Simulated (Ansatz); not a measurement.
H2In2NSi−: where a starting geometry ends

The starting geometry of this gas-phase singlet was optimised with r2SCAN-D4.

```yaml
atoms:
  - { symbol: In, position_ang: [-1.0556, -0.3002, -1.4160] }
  - { symbol: In, position_ang: [1.0767, -2.6050, -1.6202] }
  - { symbol: N, position_ang: [-0.0643, -2.7391, 0.1476] }
  - { symbol: Si, position_ang: [-1.6587, -2.2762, 0.2614] }
  - { symbol: H, position_ang: [-2.5550, -3.3743, 0.8975] }
  - { symbol: H, position_ang: [-0.7804, 1.0380, -0.1841] }
```

Where would you expect an optimisation with B3LYP-D3(BJ)/def2-SVPD to take it?

A bond breaks, giving a structure given below by its coordinates. Contacts that open: In1–In2 (3.15 → 5.57 Å).

The energy falls by 0.14 eV over 30 steps:

| step | E − E(last) (eV) |
| --- | --- |
| 1 | 0.136 |
| 4 | 0.044 |
| 7 | 0.027 |
| 11 | 0.025 |
| 14 | 0.025 |
| 17 | 0.024 |
| 20 | 0.016 |
| 24 | 0.002 |
| 27 | 0.000 |
| 30 | 0.000 |

Final geometry (Å):

```xyz
6

In   -1.9927    0.3115   -1.3321
In    1.7409   -3.8236   -1.1942
N     0.0146   -3.1311   -0.3625
Si   -1.2329   -2.0922   -0.0781
H    -2.2624   -2.7521    0.8852
H    -1.3048    1.2307    0.1680
```

Frequencies at the end are all real (lowest 15 cm⁻¹). Atoms past krypton carry core potentials, without spin–orbit terms. Run with Ansatz 0.2.0, 2.6 min on 2 threads of Intel(R) Xeon(R) Platinum 8259CL CPU @ 2.50GHz (Skylake/Cascade Lake) (shared host).
